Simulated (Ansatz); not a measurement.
A nudged elastic band was laid between two geometries of ClFGaH₃OSi (8 atoms, charge 0, multiplicity 1).

Theory: RKS LDA/def2-SVP in Ansatz.

```
movable images  : 7
climbing image  : yes
spring          : 5.0 eV/Å²
optimiser       : quadratic models (default)
start path      : through a guess of the saddle point
force threshold : 0.03 eV/Å
iteration limit : 60
end points      : relaxed
```

Image 0:

```xyz
8
Properties=species:S:1:pos:R:3
F 0.050 -1.466 2.074
Ga 1.100 -1.081 0.754
Cl 2.993 -1.969 0.657
O 0.545 0.043 -0.458
Si -0.860 0.917 -0.695
H -1.560 1.179 0.614
H -1.785 0.156 -1.607
H -0.483 2.222 -1.338
```

Image 8:

```xyz
8
Properties=species:S:1:pos:R:3
F 0.076 -2.528 0.263
Ga 1.101 -1.175 0.595
Cl 2.982 -1.503 1.454
O 0.530 0.427 0.208
Si -0.862 1.046 -0.477
H -1.163 2.355 0.196
H -2.022 0.102 -0.291
H -0.643 1.276 -1.949
```

**Question.** Which bonds break or form, and what moves?

**Answer.** No bond is made or broken. The dihedral Ga2–O4–Si5–H7 goes from -95 to 24°. The two ends are copies of one structure, up to a mirror image or an exchange of like atoms.

**Question.** Give the energies along the band, and the barrier.

**Answer.** The run converged. The highest image is number 0 of 0 to 8, 0.0 kcal/mol above the ends, which have the same energy within 2 meV. The highest image is an end point: on this band no image between the ends rises above it.

```tsv
image	path coordinate (Å)	energy (kcal/mol)	dihedral Ga2–O4–Si5–H7 (°)
0	0.00	0.0	-95
1	0.44	0.0	-79
2	0.88	0.0	-65
3	1.32	0.0	-51
4	1.76	0.0	-35
5	2.18	0.0	-20
6	2.61	0.0	-5
7	3.04	0.0	9
8	3.46	0.0	24
```

The band took 27 iterations and of the order of 4 core-minutes.

The run took 2.3 min on 2 threads of Intel(R) Xeon(R) 6975P-C (Granite Rapids) (shared host), peak memory 0.17 GiB.
